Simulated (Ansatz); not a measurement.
`[Cl][Sn]([Cl])([Cl])[Br]` and `[Cl][SnH]([Cl])[Br]` differ in one atom or group.

Ansatz, PBE0-D4/def2-TZVP geometries, multiplicity 1. 

Elements past krypton have def2 core potentials. Scalar relativity is left out up to krypton.

```csv
property,`[Cl][Sn]([Cl])([Cl])[Br]`
size of the dipole moment (B3LYP/def2-TZVPP) / D,0.50
HOMO energy (PBE0/def2-TZVPP) / eV,-9.30
LUMO energy (B3LYP/def2-TZVPP) / eV,-3.54
"ideal-gas entropy at 298 K and 1 bar (rigid rotor, harmonic PBE0-D4/def2-TZVP) / J/(mol·K)",391
LUMO energy (PBE0/def2-TZVPP) / eV,-3.26
HOMO–LUMO gap (ωB97M-V/def2-TZVPP) / eV,10.29
```

Question: What does the change do to each property? (An estimate is asked.)

Answer: Computed: 
```
                                                                                  property  `[Cl][SnH]([Cl])[Br]`  shift
                                          size of the dipole moment (B3LYP/def2-TZVPP) / D                   1.88   1.38
                                                        HOMO energy (PBE0/def2-TZVPP) / eV                  -8.98   0.32
                                                       LUMO energy (B3LYP/def2-TZVPP) / eV                  -2.69   0.85
ideal-gas entropy at 298 K and 1 bar (rigid rotor, harmonic PBE0-D4/def2-TZVP) / J/(mol·K)                    366    -25
                                                        LUMO energy (PBE0/def2-TZVPP) / eV                  -2.39   0.87
                                                   HOMO–LUMO gap (ωB97M-V/def2-TZVPP) / eV                  10.81   0.52
```

With PBE0 the HOMO rises by 0.32 eV and the LUMO rises by 0.87 eV, so the gap widens by about 0.55 eV. PBE moves the HOMO by 0.30 eV and ωB97M-V by 0.34 eV. Dipoles are sizes alone; their direction can turn.

B3LYP here is the variant with VWN-RPA as its local correlation; programs differ in this.

Spin–orbit coupling is left out; it splits and shifts lone-pair levels of the heavy atoms by tenths of an eV.
